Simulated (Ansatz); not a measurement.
`CC[O][Ti]([F])([F])[F]` → `[OH][Ti]([F])([F])[F]` + `C=C` at 700 K and 1 bar (alkene loss).

Program: Ansatz. Geometries: PBE0-D4/def2-TZVP. ΔE: electronic, gas phase. CBS: MP2 limit from def2 TZ/QZ plus the TZ coupled-cluster correction, frozen cores. This one scheme is used for every species. For Ti outer-core shells are correlated without core-valence functions, which leaves a few kJ/mol of doubt a bond. Scalar relativity is left out up to krypton. Each species was taken in one conformer, which may not be the lowest.

```tsv
species	CCSD(T)/CBS energy (Eh)	H − E (kJ/mol)	S (J/(mol·K))
`CC[O][Ti]([F])([F])[F]`	-1302.85310	299.6	570.1
`[OH][Ti]([F])([F])[F]`	-1224.33935	116.4	442.7
`C=C`	-78.48111	168.9	268.4
```

H − E and S are ideal-gas, rigid-rotor, harmonic terms from PBE0-D4/def2-TZVP, for one conformer and one mirror image of each species. 1 Eh = 2625.50 kJ/mol, R = 8.31446 J/(mol·K).

Q: By hand: ΔE, ΔH, ΔS and ΔG.

A: ΔE = (-1224.33935) + (-78.48111) − (-1302.85310) = 0.03264 Eh = 85.7 kJ/mol. Δ(H − E) = 116.4 + 168.9 − 299.6 = -14.3, so ΔH = 71.4 kJ/mol. ΔS = 442.7 + 268.4 − 570.1 = 141.0 J/(mol·K). ΔG = 71.4 − 700 × (141.0)/1000 = -27.3 kJ/mol.

Q: By hand: the equilibrium constant, and the temperature at which ΔG would vanish if ΔH and ΔS stayed fixed.

A: log₁₀ K = −ΔG/(RT ln 10) = 2.0. ΔG = 0 at ΔH/ΔS = 506 K.

The number of gas molecules changes by +1, which sets the sign of ΔS. A doubt of 5 kJ/mol in ΔE shifts log₁₀ K by 0.4 here. Other conformers and mirror images would add mixing entropy, several J/(mol·K) or more a flexible species. Modes under 60 cm⁻¹, often nearly free rotors, make the harmonic entropy too high. These are equilibria of isolated gas molecules and say nothing of rates. Largest T1 diagnostic: 0.023 (customary marks: 0.02 for closed shells, 0.045 for open ones).
